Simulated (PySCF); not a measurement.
**Dipole response of Ne²⁺ (neon, charge +2)**

[He] 2s2 2p3 3s1, high-spin 5S determinant (an excited configuration). All numbers are calculated (PySCF 2.14, the spin-free X2C one-electron Hamiltonian (Gaussian nucleus), in dyall-acv3z). Coupled (time-dependent) response in atomic units; α is the mean over directions.

```csv
method,mean α (bohr³),C₆ (like pair),S(−4)
UHF,28.41,105.5,1021
PBE,24.49,84.37,770.9
PBE0,25.81,91.21,853.8
TPSSh,27.68,101.2,981.6
revPBE,25.77,90.71,857.7
```

S(−4) is the Cauchy moment in α(ω) = α(0) + S(−4) ω² + …

α(iu) at TPSSh:

| u (hartree) | α(iu) (bohr³) |
| --- | --- |
| 0 | 27.68 |
| 0.0500 | 25.44 |
| 0.100 | 20.52 |
| 0.200 | 11.82 |
| 0.300 | 7.191 |
| 0.500 | 3.502 |
| 0.750 | 1.962 |
| 1.00 | 1.318 |
| 1.50 | 0.7721 |
| 2.00 | 0.5355 |
| 3.00 | 0.3179 |
| 5.00 | 0.1555 |

A single London oscillator, α(iu) = α/(1 + u²/ω²), gives C₆ = (3/4) ω α². Matching the computed C₆ needs ω = 4 × 101.2 / (3 × 27.68²) = 0.176 hartree.

For an ion, C₆ is the dispersion term alone; charge-induced terms of lower order in 1/R come first.

The outer electron is Rydberg-like, and this basis confines it to a smaller radius and binds it less than a complete one would.
